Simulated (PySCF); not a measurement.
C2H8N2Si2. Atoms are numbered in the order given.

```xyz
14

N      2.3612    -1.0385     0.6443
Si     0.9842    -0.5758    -0.2619
C      0.8424     1.0175    -1.2731
N     -0.1710     1.4827    -0.6311
C     -0.4212     0.5053     0.4629
Si    -2.2033    -0.1152     0.4879
H      2.7748    -1.9590     0.5793
H      2.9023    -0.4032     1.2165
H      0.5498    -1.8152    -0.9769
H      1.2411     1.5487    -2.1500
H     -0.2061     0.9652     1.4437
H     -2.3414    -1.1378     1.5723
H     -3.1774     0.9894     0.7407
H     -2.5330    -0.7601    -0.8202
```

The structure is a stationary point at PBE0-D3(BJ)/def2-SVP. The structure was generated by enumeration; whether it is a known compound was not checked. Other conformers were not sampled.

Computed with TDA-PBE/def2-SVPD (PySCF 2.14.0).

Vertical excitations. 

| state | energy (eV) | λ (nm) | f | main pairs |
|---|---|---|---|---|
| S1 | 3.91 | 317 | 0.001 | HOMO→LUMO 98 % |
| S2 | 4.26 | 291 | 0.001 | HOMO−1→LUMO 98 % |
| S3 | 5.34 | 232 | 0.015 | HOMO→LUMO+1 97 % |
| S4 | 5.44 | 228 | 0.007 | HOMO→LUMO+2 91 % |
| S5 | 5.48 | 226 | 0.008 | HOMO−3→LUMO 52 %, HOMO−2→LUMO 35 % |
| S6 | 5.72 | 217 | 0.014 | HOMO−3→LUMO 41 %, HOMO−2→LUMO 32 %, HOMO−5→LUMO 13 % |
| S7 | 5.82 | 213 | 0.001 | HOMO→LUMO+3 95 % |
| S8 | 6.02 | 206 | 0.020 | HOMO−1→LUMO+1 54 %, HOMO→LUMO+4 32 %, HOMO−4→LUMO 9 % |
| S9 | 6.03 | 205 | 0.022 | HOMO→LUMO+4 66 %, HOMO−1→LUMO+1 29 % |
| S10 | 6.07 | 204 | 0.018 | HOMO−4→LUMO 88 % |
| T1 | 3.09 | 402 | 0 | HOMO→LUMO 99 % |
| T2 | 3.97 | 313 | 0 | HOMO−1→LUMO 92 % |
| T3 | 4.46 | 278 | 0 | HOMO−2→LUMO 83 % |
| T4 | 5.21 | 238 | 0 | HOMO→LUMO+1 98 % |
Triplets are in the Tamm–Dancoff approximation.
